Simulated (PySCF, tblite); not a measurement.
Species: C6H9NS2.
Z-matrix (Å and degrees, GFN2-xTB geometry), rows numbered from 1:
```
C 
S   1  1.8136
C   2  1.7572  1  102.04
C   3  1.3592  2  127.36  1    -0.51
S   4  1.7245  3  111.64  2  -179.96
C   5  1.7371  4   91.49  3    -0.14
C   6  1.4991  5  120.83  4   176.20
N   7  1.4555  6  113.76  5   -83.99
C   6  1.3571  5  111.01  4     0.39
H   1  1.0860  2  109.67  3   -60.76
H   1  1.0860  2  109.81  3    61.58
H   1  1.0852  2  106.00  3  -179.65
H   4  1.0704  3  129.69  2    -0.13
H   7  1.0939  6  108.96  5   155.83
H   7  1.0932  6  109.97  5    36.79
H   8  1.0151  7  110.17  6    61.25
H   8  1.0150  7  110.16  6   -57.47
H   9  1.0751  3  122.62  2    -0.15
```

The calculation used PBE0/pcSseg-1 in PySCF (dipole) on a GFN2-xTB geometry, gas phase.

Masses are those of the commonest isotopes; rigid-rotor values at the optimised geometry. The values belong to one conformer with, in the numbering `[CH3:1][S:2][c:3]1[cH:4][s:5][c:6]([CH2:7][NH2:8])[cH:9]1`, C1–S2–C3–C4 -1°, S5–C6–C7–N8 -84°, C6–C7–N8–H 61° and -57°.

Problem. Give the principal moments of inertia and the rotational constants in GHz.

Solution. Ia = 185.57, Ib = 799.27, Ic = 938.09 u·Å²; 505379 MHz·u·Å²/I gives 2723, 632.3 and 538.7 MHz, that is A = 2.7234, B = 0.6323, C = 0.5387 GHz.

Problem. What kind of rotor is it?

Solution. A near-prolate asymmetric top; Ray's κ = -0.914.

Problem. What does the inertial defect say?

Solution. Not planar: Δ = Ic − Ia − Ib = -46.75 u·Å². For a rigid frame Δ = −2 Σ m c², so Σ m c² = 23.37 u·Å² lies off the ab plane: 7.98 from hydrogen and 15.40 from heavier atoms. The atom farthest from that plane is 1.34 Å away.

Problem. Give the other two planar moments, Paa and Pbb, and the rms extents of the mass along the axes.

Solution. Paa = Σ m a² = (Ib + Ic − Ia)/2 = 775.90 and Pbb = Σ m b² = (Ia + Ic − Ib)/2 = 162.20 u·Å². With the mass M = 159.02 u, the rms extents √(P/M) along a, b and c are 2.21, 1.01, 0.38 Å.

Problem. Give the coordinates in the principal-axis frame, origin at the centre of mass.

Solution. The sense of each axis is arbitrary; atoms in the order of the calculation.
| atom | mass (u) | a (Å) | b (Å) | c (Å) |
| --- | --- | --- | --- | --- |
| C1 | 12.000 | 3.554 | -0.485 | -0.294 |
| S2 | 31.972 | 2.454 | 0.923 | 0.017 |
| C3 | 12.000 | 0.877 | 0.150 | 0.079 |
| C4 | 12.000 | 0.599 | -1.171 | -0.083 |
| S5 | 31.972 | -1.090 | -1.486 | 0.057 |
| C6 | 12.000 | -1.427 | 0.194 | 0.342 |
| C7 | 12.000 | -2.837 | 0.682 | 0.483 |
| N8 | 14.003 | -3.494 | 0.953 | -0.787 |
| C9 | 12.000 | -0.287 | 0.929 | 0.317 |
| H10 | 1.008 | 3.476 | -1.197 | 0.523 |
| H11 | 1.008 | 3.300 | -0.949 | -1.242 |
| H12 | 1.008 | 4.558 | -0.076 | -0.338 |
| H13 | 1.008 | 1.261 | -1.990 | -0.277 |
| H14 | 1.008 | -2.836 | 1.610 | 1.062 |
| H15 | 1.008 | -3.438 | -0.062 | 1.014 |
| H16 | 1.008 | -3.546 | 0.104 | -1.342 |
| H17 | 1.008 | -2.962 | 1.636 | -1.317 |
| H18 | 1.008 | -0.251 | 1.993 | 0.467 |

Problem. Where do the levels up to J = 2 lie, in K?

Solution. Above 0(0,0), as E/k:
J = 1: 1(0,1) 0.056, 1(1,1) 0.157, 1(1,0) 0.161
J = 2: 2(0,2) 0.168, 2(1,2) 0.264, 2(1,1) 0.278, 2(2,1) 0.579, 2(2,0) 0.579
The levels of one J sum to (2J + 1)J(J + 1)(A + B + C)/3.

Problem. Which lines would a microwave search look for?

Solution. The dipole components are |μa| = 1.51 D, |μb| = 1.06 D, |μc| = 0.59 D. The squared components, which scale the intensities, stand as 1.00 : 0.49 : 0.15 (a : b : c). Some lines, for components of 0.1 D or more:

```json
{"type": "a", "branch": "Q", "J(Ka,Kc)": "5(1,4) ← 5(1,5)", "MHz": "1402", "lower level (cm⁻¹)": "0.633"}
{"type": "c", "branch": "Q", "J(Ka,Kc)": "1(1,1) ← 1(0,1)", "MHz": "2091", "lower level (cm⁻¹)": "0.039"}
{"type": "b", "branch": "Q", "J(Ka,Kc)": "2(1,1) ← 2(0,2)", "MHz": "2281", "lower level (cm⁻¹)": "0.117"}
{"type": "c", "branch": "R", "J(Ka,Kc)": "1(1,0) ← 0(0,0)", "MHz": "3356", "lower level (cm⁻¹)": "0.000"}
{"type": "a", "branch": "R", "J(Ka,Kc)": "3(1,2) ← 2(1,1)", "MHz": "3651", "lower level (cm⁻¹)": "0.193"}
{"type": "b", "branch": "R", "J(Ka,Kc)": "5(0,5) ← 4(1,4)", "MHz": "4087", "lower level (cm⁻¹)": "0.446"}
{"type": "a", "branch": "R", "J(Ka,Kc)": "4(3,2) ← 3(3,1)", "MHz": "4690", "lower level (cm⁻¹)": "0.876"}
{"type": "a", "branch": "R", "J(Ka,Kc)": "5(0,5) ← 4(0,4)", "MHz": "5795", "lower level (cm⁻¹)": "0.389"}
{"type": "b", "branch": "Q", "J(Ka,Kc)": "3(2,1) ← 3(1,2)", "MHz": "6150", "lower level (cm⁻¹)": "0.315"}
{"type": "b", "branch": "R", "J(Ka,Kc)": "2(2,0) ← 1(1,1)", "MHz": "8806", "lower level (cm⁻¹)": "0.109"}
{"type": "c", "branch": "R", "J(Ka,Kc)": "3(2,2) ← 2(1,2)", "MHz": "10067", "lower level (cm⁻¹)": "0.184"}
{"type": "b", "branch": "Q", "J(Ka,Kc)": "3(3,0) ← 3(2,1)", "MHz": "10676", "lower level (cm⁻¹)": "0.520"}
{"type": "b", "branch": "Q", "J(Ka,Kc)": "4(3,2) ← 4(2,3)", "MHz": "10700", "lower level (cm⁻¹)": "0.676"}
{"type": "b", "branch": "R", "J(Ka,Kc)": "3(3,0) ← 2(2,1)", "MHz": "14204", "lower level (cm⁻¹)": "0.402"}
{"type": "c", "branch": "Q", "J(Ka,Kc)": "5(4,2) ← 5(3,2)", "MHz": "14955", "lower level (cm⁻¹)": "1.228"}
{"type": "b", "branch": "Q", "J(Ka,Kc)": "5(4,2) ← 5(3,3)", "MHz": "14957", "lower level (cm⁻¹)": "1.228"}
{"type": "b", "branch": "Q", "J(Ka,Kc)": "4(4,0) ← 4(3,1)", "MHz": "14959", "lower level (cm⁻¹)": "1.033"}
{"type": "b", "branch": "R", "J(Ka,Kc)": "5(3,2) ← 4(2,3)", "MHz": "16566", "lower level (cm⁻¹)": "0.676"}
{"type": "b", "branch": "Q", "J(Ka,Kc)": "5(5,0) ← 5(4,1)", "MHz": "19234", "lower level (cm⁻¹)": "1.727"}
{"type": "c", "branch": "R", "J(Ka,Kc)": "4(4,1) ← 3(3,1)", "MHz": "19650", "lower level (cm⁻¹)": "0.876"}
{"type": "b", "branch": "R", "J(Ka,Kc)": "5(5,1) ← 4(4,0)", "MHz": "25096", "lower level (cm⁻¹)": "1.532"}
```

Problem. Estimate the classical rotational partition function at 100 K, 200 K and 500 K.

Solution. Point group C1, symmetry number σ = 1; q = (√π/σ)·√((kT/h)³/(ABC)), k/h = 20836.6 MHz/K: 175000 at 100 K, 495000 at 200 K, 1960000 at 500 K.

Its GFN2-xTB frequencies are all real (lowest 31 cm⁻¹). No vibrational averaging or centrifugal distortion is included, and the geometry carries the error of its method. A rigid rotor knows nothing of inversion at nitrogen or internal rotation, which can split or shift real lines. Quadrupole hyperfine structure (14N) is left out.
